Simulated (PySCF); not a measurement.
# Radial density of V (vanadium, neutral)

B2PLYP, [Ar] 3d3 4s2, high-spin 4F determinant. Computed with PySCF 2.14 in aug-cc-pVTZ with one added diffuse shell each of s, p, d, f, g type (9s8p6d4f3g, 118 functions), with the non-relativistic Hamiltonian (point nucleus).

```tsv
r (bohr)	4πr²ρ (e/bohr)	4πr²(ρα − ρβ)
0.00118	0.1361	0.0000
0.00199	0.3710	0.0000
0.00335	0.9863	0.0001
0.00563	2.512	0.0001
0.00947	5.960	0.0003
0.0159	12.55	0.0006
0.0268	21.68	0.0010
0.0450	27.30	0.0011
0.0758	23.12	0.0018
0.127	21.92	0.0165
0.214	29.69	0.1201
0.361	16.86	0.6054
0.607	9.623	1.7004
1.02	10.34	2.0793
1.72	2.750	1.0513
2.89	0.9088	0.2167
4.85	0.2711	-0.0098
8.17	0.01309	-0.0024
13.7	2.305e-05	0.0000
```

Where is the radial spin density 4πr²(ρα − ρβ) most negative, and why is it negative at all?

Around r = 4.85 bohr, down to -0.0098 e/bohr: exchange with the open shell polarises the paired shells in an unrestricted calculation.
